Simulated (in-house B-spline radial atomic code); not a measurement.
Te: [Kr] 4d10 5s2 5p4

Computed with a B-spline radial code for spherical atoms: non-relativistic RPBE, spin-polarised, spherical fractional occupations, point nucleus.

Effective charges: Z_r = [3n² - l(l+1)]/(2<r>) from the radius, Z_e = n√(-2ε) from the energy, and Slater's rules. Values are occupation-weighted means over spin.

```tsv
shell	electrons	ε (eV)	<r> (bohr)	Z_r	Z_e	Slater
1s	2	-30398	0.02924	51.30	47.27	51.70
2s	2	-4548.9	0.126	47.61	36.57	47.85
2p	6	-4268	0.1074	46.57	35.42	47.85
3s	2	-902.85	0.3357	40.22	24.44	40.75
3p	6	-785.59	0.3262	38.31	22.80	40.75
3d	10	-568.04	0.297	35.36	19.38	30.85
4s	2	-152.07	0.7947	30.20	13.37	24.25
4p	6	-111.72	0.8339	27.58	11.46	24.25
4d	10	-43.604	0.9637	21.79	7.16	12.85
5s	2	-13.769	2.176	17.23	5.03	6.95
5p	4	-6.1869	2.683	13.60	3.37	6.95
```

The least bound orbital is 5p down at -5.189 eV, and it is also the most diffuse (<r> = 2.737 bohr).
